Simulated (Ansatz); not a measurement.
Total energies of CH$_{8}$BNSi, SMILES `CBN[SiH3]`.

```xyz
12

C    -0.531   -1.587   -0.083
B    -0.408   -0.378   -1.073
N     0.100    0.873   -0.676
Si    0.669    1.327    0.908
H    -1.575   -1.916   -0.029
H    -0.187   -1.401    0.938
H     0.026   -2.446   -0.472
H    -0.754   -0.500   -2.219
H     0.140    1.592   -1.383
H    -0.403    1.206    1.929
H     1.107    2.744    0.825
H     1.816    0.486    1.337
```

Total charge 0; spin multiplicity 1. Geometry: relaxed with PBE0-D4/def2-TZVP. It is one conformer, not always the lowest. Basis def2-TZVPP, Ansatz 0.2.0.

RPA on PBE orbitals: Hartree–Fock energy of these orbitals -410.67373 Eh, correlation -1.09634 Eh (frozen core).

| functional | energy without D4 (Eh) | D4 term (kJ/mol) |
| --- | --- | --- |
| LDA (SPW92) | -409.80698 | – |
| PBE | -411.79740 | -21.4 |
| BLYP | -412.06076 | -47.4 |
| r2SCAN | -412.02651 | -5.4 |
| B97M-V | -412.06113 | – |
| PBE0 | -411.85177 | -18.1 |
| r2SCANh | -412.02131 | -5.7 |
| r2SCAN0 | -412.01433 | -6.2 |
| CAM-B3LYP | -412.07245 | -18.2 |
| LC-ωPBE | -411.96315 | – |
| ωB97X-V | -412.05213 | – |
| ωB97M-V | -412.03840 | – |
| B2PLYP | -411.89805 | – |
| PBE-QIDH | -411.75326 | – |

Task: Give the same for revPBE, B3LYP, HSE06 (plane-wave form), BHLYP. (Best estimate.)

Result: Ansatz gave: 
```csv
functional,energy without D4 (Eh),D4 term (kJ/mol)
revPBE,-412.02540,-68.1
B3LYP,-412.16870,-34.4
HSE06 (plane-wave form),-411.83720,-16.8
BHLYP,-412.06438,-25.4
```

B3LYP takes the VWN-RPA correlation (the form of Gaussian; ORCA's B3LYP/G). HSE06 is the plane-wave form, built on full-range PBE exchange. The double hybrids freeze the cores in their second-order part.

LC-ωPBE has ω = 0.4 bohr⁻¹.
